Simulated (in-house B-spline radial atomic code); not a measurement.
Values are calculated unless marked as measured or tabulated.
**Light and heavy implants in InAs at 30 keV**

The pair potential comes from two frozen, spherical free-atom densities (PBE, B-spline radial code, scalar-relativistic past argon): electrostatics plus the change in Thomas-Fermi kinetic and Dirac exchange energy where they overlap, the recipe behind the universal ZBL potential, which averages such potentials (from solid-state densities) over many pairs. It is written V = (Z1 Z2 e²/r) φ(r/a), with e² = 14.3996 eV·Å and a = 0.46850 Å/(Z1^0.23 + Z2^0.23); ZBL's fit is φ = 0.18175 e^(−3.1998x) + 0.50986 e^(−0.94229x) + 0.28022 e^(−0.4029x) + 0.02817 e^(−0.20162x). Where φ falls below 4e-4 it is continued as an exponential.

The target, InAs, is taken as amorphous, density 5.68 g/cm³ (NSM archive of the Ioffe Institute); nuclear stopping from classical scattering on these potentials, electronic stopping by Lindhard and Scharff, compounds by atom fraction, projected range from N (S_n + S_e) dR_p/dE = 1 − N S_n (M2/M1) R_p/(2E), which runs up to 8 % short of the full integral equation; no channelling. Lindhard and Scharff's S_e can be off by tens of per cent.

| ion | mass (u) | N S_n (eV/nm) | N S_e (eV/nm) | S_n = S_e at (keV) | path (nm) | projected range (nm) |
| --- | --- | --- | --- | --- | --- | --- |
| N | 14.01 | 96.5 | 131 | 18 | 176 | 54.7 |
| F | 19.0 | 165 | 141 | 38 | 129 | 42.7 |
| Mg | 24.3 | 269 | 161 | 69 | 93.7 | 32.9 |
| Cl | 35.45 | 487 | 178 | 160 | 61.9 | 24.7 |
| Ga | 69.72 | 1160 | 200 | 650 | 33.7 | 16.9 |
| Se | 78.97 | 1300 | 201 | 820 | 30.9 | 16.2 |

(1) How do the nuclear share and the range change from the lightest ion to the heaviest?

(2) With a displacement energy of 15 eV taken for illustration, how many displacements per nanometre does Se start at entry, by the rule 0.8 E_damage/(2 E_d)?

Answers

(1) The nuclear share goes from 42 % for N to 87 % for Se, and the projected range from 54.7 to 16.2 nm, a factor of 3.4. S_e changes by a factor of 1.54, since the heavy ion is slower but has the larger Z1, while S_n grows 14-fold. The heavy ion also keeps its direction better: R_p is 0.53 of the path, against 0.31.

(2) Taking all nuclear loss as damage energy, an upper bound, 0.8 × 1300/(2 × 15) = 34.7 per nm.
